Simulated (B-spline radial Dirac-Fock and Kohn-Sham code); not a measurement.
Sb⁵⁺: L2-M23M23 lines in intermediate coupling

System: antimony as Sb⁵⁺, [Kr] 4d9 5p1 (an excited configuration).

The run's input, task.json:

```json
{"items": [{
  "Z": 51,
  "q": 5,
  "cfg": [[1, 0, 2], [2, 0, 2], [2, 1, 6], [3, 0, 2], [3, 1, 6], [3, 2, 10], [4, 0, 2], [4, 1, 6], [4, 2, 9], [5, 1, 1]],
  "A": 121,
  "rrms": 4.6802,
  "do": ["binding", "quiet", "double"]
}]}
```

Run with: `python xray_run.py task.json out`

These are calculated numbers from an atomic code on a B-spline grid; the model is Dirac-Fock energy differences between relaxed states, corrected for Breit and QED terms. The two-hole levels come from diagonalising the Coulomb interaction among the jj configurations; intensities are independent-particle Coulomb rates. Kinetic energies are from the vacuum level. Correlation and solid-state effects are left out. Open outer shells are spectators and are not coupled to the holes.

```
kinetic energy (eV)  J  leading jj holes (weight)  leading LS term (weight)
             2619.5  0                M2M2 (0.99)                ³P0 (0.55)
             2669.7  2                M2M3 (0.99)                ¹D2 (0.74)
             2676.1  1                M2M3 (1.00)                ³P1 (1.00)
             2710.0  0                M3M3 (0.99)                ¹S0 (0.55)
             2721.1  2                M3M3 (0.99)                ³P2 (0.74)
```

The intensity is shared as follows: 2669.7 eV 52.1 %, 2619.5 eV 23.8 %, 2676.1 eV 23.6 %, 2721.1 eV 0.4 %, 2710.0 eV 0.2 %.

The strongest line, by its leading LS label ¹D2, lies at 2669.7 eV. The mean weight of the leading component is 0.99 in jj and 0.72 in LS coupling, so jj labels describe these levels better.
